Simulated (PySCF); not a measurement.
# J couplings in NbSe(OH)3 ([OH][Nb]([OH])([OH])=[Se], H3NbO3Se)

Cartesian coordinates in Å; atom numbers follow the order of the lines, from 1:
```xyz
8

Nb    0.016   -0.006    0.027
Se    0.125    0.042    2.310
O     1.739    0.227   -0.687
H     2.608    0.328   -0.286
O    -1.093    1.377   -0.592
H    -1.611    2.068   -0.168
O    -0.676   -1.651   -0.549
H    -0.971   -2.470   -0.139
```

[PySCF integrals, density fitting: indirect couplings; PBE0/pcJ-1 (dyall-v2z on Nb, dyall-v2z on Se), isolated molecule, Gaussian nuclear model, PBE0-D3(BJ)/def2-SVP geometry]

Non-relativistic values:
```
     coupling           atoms  J (Hz)
1J(93Nb,77Se)       Nb1 – Se2    55.6
 1J(93Nb,17O)  Nb1 – O3/O5/O7  -187.3
  2J(93Nb,1H)  Nb1 – H4/H6/H8    40.8
```

What do two-component X2C with spin–orbit coupling give?

## Answers


```
     coupling           atoms  with spin–orbit (Hz)
1J(93Nb,77Se)       Nb1 – Se2                  -4.1
 1J(93Nb,17O)  Nb1 – O3/O5/O7                -208.7
  2J(93Nb,1H)  Nb1 – H4/H6/H8                  48.2
```

The largest listed coupling, 1J(93Nb,17O), ends at 1.11 times its non-relativistic value. Equivalent partners are averaged, as under fast rotation. Couplings to strongly quadrupolar nuclei (93Nb) are seldom resolved in solution.
